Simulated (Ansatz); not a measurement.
`C[O][Al]([OH])[SH]`. Total charge 0; spin multiplicity 1.

```xyz
10

C     0.5134    1.6514    0.9843
O    -0.1239    0.4083    0.9637
Al   -0.3521   -0.7956   -0.1752
O    -1.2260   -2.1592    0.2907
S     0.4956   -0.5123   -2.1670
H     1.2817    1.6653    1.7640
H     0.9958    1.8964    0.0295
H    -0.2111    2.4408    1.2087
H    -1.4153   -2.9029   -0.2765
H     0.0419   -1.6922   -2.6223
```

(1) What are the harmonic wavenumbers in cm⁻¹ at PBE0-D4/def2-TZVP (Ansatz, finite differences of forces, unscaled)? (An estimate is asked.)

(2) Is this a minimum?

(3) Give the ideal-gas thermochemistry at 298.15 K and 1 bar (rigid rotor, harmonic oscillator; point group Cs, symmetry number 1).

(4) And at 400, 500, 600, 800 and 1000 K?

(5) Rotational constants (cm⁻¹)?

Answers

(1) Ansatz gave: 64, 79, 91, 184, 187, 241, 255, 281, 448, 594, 648, 727, 917, 1182, 1191, 1240, 1489, 1493, 1503, 2714, 3005, 3070, 3086, 3983.

(2) Yes, all 24 modes are real.

(3) Zero-point energy 171.5 kJ/mol; H(298) − E = 196.4 kJ/mol; entropy 382.2 J/(mol·K), of which translation 167.3, rotation 116.0, vibration 98.9; G(298) − E = 82.5 kJ/mol. Modes under 100 cm⁻¹ are hindered rotations or soft bends, so the harmonic entropy is rough.

(4) 
```
T (K)  H − E (kJ/mol)  S (J/mol/K)  G − E (kJ/mol)
  400           209.2        419.1            41.6
  500           223.2        450.2            -1.9
  600           238.3        477.7           -48.3
  800           271.2        524.9          -148.7
 1000           306.9        564.7          -257.8
```

(5) 0.1135, 0.07987, 0.0473.
